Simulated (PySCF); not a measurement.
Compound: ClH4NSn.
SMILES with atom numbers: `[NH2:1][SnH2:2][Cl:3]` (hydrogens: H4, H5 on N1; H6, H7 on Sn2)

Computed by this run: PBE0-D3(BJ)/def2-SVP geometry optimisation, gas phase, def2 core potentials past Kr (PySCF); density fitting, grid level 1; the optimiser is geomeTRIC in internal coordinates, started from a GFN2-xTB structure with every atom displaced at random (about 0.01 Å).

The end geometry, which sets the zero of energy:
```
atom  x, y, z in Å
N1     -1.2662    0.3081   -0.1868
Sn2     0.6447   -0.3776   -0.0570
Cl3     1.8947    1.5787   -0.4296
H4     -1.3670    1.2083    0.2803
H5     -1.9611   -0.3255    0.2046
H6      0.9488   -1.4560   -1.3438
H7      1.1514   -0.9523    1.4793
```

Question: These geometries come from the run, each turned onto the end geometry. Order them by energy, lowest first.
A.
```
atom  x, y, z in Å
N1     -1.2735    0.3097   -0.2013
Sn2     0.6364   -0.3732   -0.0631
Cl3     1.8939    1.5887   -0.4421
H4     -1.3430    1.1992    0.2937
H5     -1.9452   -0.3304    0.2209
H6      0.9615   -1.4528   -1.3313
H7      1.1154   -0.9574    1.4703
```
B.
```
atom  x, y, z in Å
N1     -1.2160    0.2763   -0.1684
Sn2     0.6625   -0.3340   -0.0310
Cl3     1.8398    1.5712   -0.4166
H4     -1.3691    1.2281    0.1949
H5     -1.9430   -0.3192    0.2074
H6      0.8874   -1.4173   -1.2865
H7      1.1838   -1.0212    1.4473
```
C.
```
atom  x, y, z in Å
N1     -1.3106    0.3192   -0.1943
Sn2     0.6476   -0.3788   -0.0673
Cl3     1.9257    1.6230   -0.4463
H4     -1.3646    1.2067    0.2988
H5     -1.9868   -0.3166    0.2205
H6      0.9919   -1.4960   -1.3633
H7      1.1423   -0.9737    1.4990
```
D.
```
atom  x, y, z in Å
N1     -1.2730    0.3106   -0.1954
Sn2     0.6437   -0.3720   -0.0608
Cl3     1.8985    1.5821   -0.4430
H4     -1.3620    1.2042    0.2892
H5     -1.9527   -0.3272    0.2183
H6      0.9637   -1.4530   -1.3408
H7      1.1274   -0.9609    1.4796
```

Answer: D (0.003 eV), A (0.007 eV), C (0.059 eV), B (0.117 eV).

In the order of the answer:

| step | E above end (eV) | largest force (eV/Å) | rms force component (eV/Å) | rms distance from end (Å) | rms bond change (Å) | bond most changed (Å) |
| --- | --- | --- | --- | --- | --- | --- |
| 3 | 0.003 | 0.07 | 0.020 | 0.015 | 0.002 | N1–Sn2 +0.005 |
| 2 | 0.007 | 0.19 | 0.069 | 0.023 | 0.006 | Sn2–Cl3 +0.010 |
| 1 | 0.059 | 0.95 | 0.305 | 0.041 | 0.036 | Sn2–Cl3 +0.054 |
| 0 | 0.117 | 1.51 | 0.574 | 0.069 | 0.042 | Sn2–Cl3 -0.079 |

What follows is the cost of the whole optimisation. On one thread of an Arm Neoverse V2, shared host with 32 logical CPUs at a one-minute load of 15, this took 20 s of wall time and 0.35 GiB of memory at its peak.
